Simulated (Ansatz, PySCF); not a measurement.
Process, species as SMILES: [CH3][SnH3] → [SnH3] (SnH3) + [CH3] (CH3) (the C-Sn bond at the site shown breaks; other sites are not compared here)
Geometries: B3LYP-D3(BJ)/def2-TZVP minima from Ansatz (a program for electronic structure). Frequencies are from Ansatz or PySCF.

Quantity: bond dissociation energy (enthalpy at 298 K, with B3LYP-D3(BJ) rigid-rotor harmonic-oscillator terms), in kJ/mol. Valence correlation only, unless marked. UHF or UKS for open shells. Spin-orbit coupling is left out. Frozen are the shells of the preceding noble gas and the d and f shells that filled before the atom's block. In def2 rows, elements after Kr have scalar-relativistic effective core potentials. CBS marks a two-point X^-3 extrapolation of the correlation energy; Hartree-Fock from the larger set.

| level | program | bond dissociation energy (kJ/mol) |
|---|---|---|
| PBE-D4/def2-TZVPD | Ansatz + dftd4 | 283.1 |
| revPBE-D3(BJ)/def2-TZVPD | Ansatz + dftd3 | 268.9 |
| wB97X-V/def2-TZVPD | Ansatz | ? |
| CCSD(T)/CBS(def2-TZVPPD,def2-QZVPPD) | Ansatz | ? |

Task: Fill in the missing entries.

Result: 
- wB97X-V/def2-TZVPD, bond dissociation energy (kJ/mol): 295.6
- CCSD(T)/CBS(def2-TZVPPD,def2-QZVPPD), bond dissociation energy (kJ/mol): 285.1
